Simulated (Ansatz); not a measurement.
Cartesian coordinates in Å:
```
C -2.0828 -0.1754 0.0226
N -0.6876 -0.0521 -0.3339
C -0.3973 1.1805 -1.0295
Ge 0.5432 -0.7016 0.8388
C 2.3239 -0.6568 0.0821
Cl 0.6127 0.5375 2.6434
H -2.2662 -1.1257 0.5292
H -2.7020 -0.1559 -0.8820
H -2.4294 0.6339 0.6828
H 0.6555 1.2254 -1.3157
H -0.9904 1.2362 -1.9498
H -0.6266 2.0754 -0.4312
H 0.0458 -2.0737 1.3123
H 2.6523 0.3749 -0.0430
H 3.0151 -1.1599 0.7585
H 2.3337 -1.1625 -0.8844
```

Total charge 0; spin multiplicity 1.

Problem. List the ωB97M-V/def2-TZVPP orbital energies in eV (the Gaussian-basis code of Ansatz). (Best estimate.)

Solution. Ansatz gave: Occupied: -10867.07, -2771.17, -1362.84, -1210.60, -1210.56, -1210.55, -394.57, -282.10, -282.05, -281.55, -261.56, -199.03, -198.91, -198.90, -174.69, -124.01, -123.91, -123.88, -36.82, -36.78, -36.73, -36.66, -36.65, -28.00, -24.91, -22.75, -22.53, -20.27, -17.51, -15.42, -15.40, -15.11, -14.35, -14.05, -13.47, -12.85, -12.29, -12.22, -11.90, -10.85, -10.60, -8.87. Lowest empty: 2.48, 2.62, 2.73, 3.37, 3.77, 3.99, 4.25, 4.49.
